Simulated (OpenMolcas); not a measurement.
## Sm3+: moving or changing the point charges

Sm3+ among 6 point charges of -2 e arranged as an octahedron (Oh), 2.22 Å from the ion.
```
   2.2200    0.0000    0.0000  -2.00
   0.0000    2.2200    0.0000  -2.00
  -2.2200    0.0000    0.0000  -2.00
   0.0000   -2.2200    0.0000  -2.00
   0.0000    0.0000    2.2200  -2.00
   0.0000    0.0000   -2.2200  -2.00
```

```
Program             : OpenMolcas 26.06
Method              : CASSCF
Basis               : ANO-RCC-VDZP [7s6p4d2f1g]
Scalar Hamiltonian  : DKH2, point nucleus
Active space        : 5 electrons in 7 orbitals (4f)
State averaging     : 2S+1 = 6 odd, 21 roots; 2S+1 = 4 odd, 128 roots kept (CI in the orbitals of an earlier block, 108 in the spin-orbit step); 2S+1 = 2 odd, 130 roots kept (CI in the orbitals of an earlier block, 41 in the spin-orbit step)
Spin-orbit coupling : RASSI with atomic mean-field integrals over the reference wave functions
```

Runs around this geometry, states (labels of O, the rotations of Oh). Energies in cm-1 above the lowest state or level, χT in cm3 K/mol; under a threefold ground state the first gap can be a small split of the lowest multiplet, not the spin-orbit step.

```json
{"R (Å)": "2.22", "Ground state": "6T1", "First state of that spin": "6E 159.2", "First gap with spin-orbit (degeneracies)": "229.3 (2, 4)", "Width of lowest J": "229", "χT at 300 K": "0.303"}
{"R (Å)": "2.37", "Ground state": "6T1", "First state of that spin": "6E 102.4", "First gap with spin-orbit (degeneracies)": "170.9 (2, 4)", "Width of lowest J": "171", "χT at 300 K": "0.304"}
{"R (Å)": "2.65", "Ground state": "6T1", "First state of that spin": "6E 50.3", "First gap with spin-orbit (degeneracies)": "100.2 (2, 4)", "Width of lowest J": "100", "χT at 300 K": "0.305"}
```

Taking the width of the lowest J multiplet as R^-n, n = -ln(100 / 229) / ln(2.65 / 2.22) = 4.7 between the shortest and longest distance.

High states are left out of the spin-orbit mixing, which shifts the levels that they would mix with. This is an electrostatic model: the charges have no orbitals. A group larger than the point group allows holds several states that coincide in this model. No measured value stands beside these numbers.
